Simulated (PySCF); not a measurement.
The numbers are results of PBE-D3(BJ)/def2-TZVP // B3LYP-D3(BJ)/def2-SVP (PySCF), not measurements. Isolated molecules, 0 K electronic values unless said otherwise. One relaxed conformer stands for a flexible species; it need not be the lowest. Delta-SCF ions had no search for a lower state. Excitations are Tamm–Dancoff values on a coarser integration grid. The basis has no diffuse functions, so Rydberg states are missing or too high.

Reference species (SMILES): `Bc1c(F)cc2cccccc1-2` (neutral, multiplicity 1).

```yaml
S1–T1 gap (TDA): 0.43 eV
vertical ionisation energy (Delta-SCF): 7.97 eV
S1 excitation (TDA): 2.71 eV
```

Changed species: `Bc1cc2cccccc-2c1F`.

Q: What does the change do to the S1–T1 gap (TDA), vertical ionisation energy (Delta-SCF) and S1 excitation (TDA)?

A: the S1–T1 gap (TDA) goes up by 0.03 eV, to 0.46 eV; the vertical ionisation energy (Delta-SCF) decreases by 0.53 eV, to 7.44 eV; the S1 excitation (TDA) decreases by 1.01 eV, to 1.70 eV.
